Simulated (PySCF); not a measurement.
Electron correlation in Ti⁺ (titanium, charge +1)

[Ar] 3d3, high-spin 4F determinant (an excited configuration). Computed with PySCF 2.14 in x2c-TZVPPall with one added diffuse shell each of s, p, d, f type (7s6p5d3f1g, 80 functions), with scalar relativity by spin-free X2C-1e. Frozen: [Ne]; 11 electrons correlated.

MP2 pair energies summed by pair of shells (mhartree):

| pair | energy | share (%) |
| --- | --- | --- |
| 3p-3p | -103.96 | 38.5 |
| 3p-3d | -95.31 | 35.3 |
| 3s-3p | -30.50 | 11.3 |
| 3d-3d | -19.86 | 7.4 |
| 3s-3d | -14.76 | 5.5 |
| 3s-3s | -5.62 | 2.1 |

Total MP2 correlation energy: -270.01 mhartree.

Same-spin part -88.31 and opposite-spin part -181.70 mhartree; SCS-MP2 scales them by 1/3 and 6/5 to -247.47 mhartree.

This basis was not built for core-valence correlation, so the inner-shell part is incomplete.
